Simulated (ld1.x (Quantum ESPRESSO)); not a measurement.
Which change was made? (Au, ultrasoft)

```
Element                 : Au
Generator               : ld1.x (Quantum ESPRESSO) 7.5
Type                    : ultrasoft
Functional              : revPBE
Relativity              : scalar-relativistic
Frozen core             : [Xe] 4f14
Valence charge          : 11
Reference configuration : 5d10 6s0 6p0 (charge +1)
Partial waves           : 6s (bound, empty): rcut 1.65, rcutus 2.20 bohr; 6s channel at 0.1 Ry: rcut 1.65, rcutus 2.20 bohr; 6p (bound, empty): rcut 2.50, rcutus 3.15 bohr; 6p channel at 2.3 Ry: rcut 2.50, rcutus 3.15 bohr; 5d (bound): rcut 1.30, rcutus 1.55 bohr; 5d channel at -0.45 Ry: rcut 1.30, rcutus 1.55 bohr
Local potential         : all-electron potential smoothed inside 1.30 bohr (lloc = -1)
Core correction         : Bessel-smoothed model core inside 1.55 bohr
Augmentation charge     : built from norm-conserving waves at rcut, not smoothed further
```

Cutoffs, loose and tight: the cutoffs (Ry, on a coarse ladder) from which the occupation-weighted sum of valence levels, in a spherical-Bessel basis at the reference potential, stays within 10 and 1 mRy of its value at 400 Ry. They do not see the model core or the augmentation charge, which bear on the density cutoff. Test errors are all-electron minus pseudo excitation energies from the reference, over the configurations 5d10 6s1 6p0; 5d9 6s0 6p0; 5d8 6s0 6p0; 5d9 6s1 6p1; 5d9 6s2 6p0; 5d10 6s0.5 6p0; 5d7 6s0 6p0; variants that change the core or the reference have their own tests.

The base gives: outcome: generated; cutoff, loose: 45 Ry; cutoff, tight: 80 Ry; bound ghosts: s, p; largest test error (meV): -634.

**Question.** After one change the result is: outcome: generated, overlap not positive; bound ghosts: s, p (d not tested, overlap not positive); largest test error (meV): -635. Which change was it?
A. local potential all-electron potential smoothed inside 1.54 bohr (lloc = -1)
B. local potential all-electron potential smoothed inside 3.52 bohr (lloc = -1)
C. local potential all-electron potential smoothed inside 2.88 bohr (lloc = -1)

**Answer.** A. The others give: local potential all-electron potential smoothed inside 3.52 bohr (lloc = -1) → outcome: generated; cutoff, loose: 45 Ry; cutoff, tight: 80 Ry; bound ghosts: p; largest test error (meV): -906 | local potential all-electron potential smoothed inside 2.88 bohr (lloc = -1) → outcome: generated; cutoff, loose: 45 Ry; cutoff, tight: 80 Ry; bound ghosts: p; largest test error (meV): -651. A file whose overlap is not positive is unfit for use, and its test errors describe a broken file.
